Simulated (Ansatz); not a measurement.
AgF₂⁻. Total charge -1; singlet. Geometry r2SCAN-D4/def2-TZVPD, basis def2-TZVPD, Ansatz.

Cartesian coordinates in Å:
```
Ag 0.000 0.000 0.000
F 1.193 0.858 1.368
F -1.193 -0.858 -1.369
```

| run | HOMO (eV) | LUMO (eV) |
| --- | --- | --- |
| A | -1.07 | 2.90 |
| B | -1.66 | 3.48 |
| C | -5.57 | 5.56 |
| D | -0.93 | 3.44 |
| E | -0.92 | 3.10 |
| F | -2.07 | 3.81 |

In the def2 sets Ag takes a core potential; there is no spin–orbit coupling. HSE06 is defined as in plane-wave codes, on full-range PBE exchange. The structure comes from a short search, and lower isomers may exist.

Question: The runs used B97M-V, HF, HSE06, LDA (SPW92), PBE0, r2SCAN. Estimate which is which.

Answer: A LDA (SPW92) (0 % exact exchange); B HSE06 (range-separated); C HF (100 % exact exchange); D r2SCAN (0 % exact exchange); E B97M-V (0 % exact exchange); F PBE0 (25 % exact exchange). Exact exchange lowers occupied and raises empty levels; among semilocal functionals meta-GGAs tend to open the gap a little, and such runs are hard to tell apart. The gap grows from 3.97 eV (LDA (SPW92)) to 11.13 eV (HF).
